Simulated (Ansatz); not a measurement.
Job for Ansatz (an electronic-structure program): U-B3LYP/def2-TZVPP on O2 (SMILES O=O).

Ansatz 0.2 input:
```yaml
crystal:
  periodic: [false, false, false]
  atoms:
    - {symbol: O, position_ang: [-0.00000000, 0.00000000, -0.60213395]}
    - {symbol: O, position_ang: [0.00000000, -0.00000000, 0.60213395]}
basis:
  gaussian:
    orbitals: def2-TZVPP
hamiltonian:
  xc: {name: B3LYP}
magnetization: {spin_polarized: true, initial_magnetization: 2}
```

Q: Give the final energy of this run.

A: -150.3898 hartree.
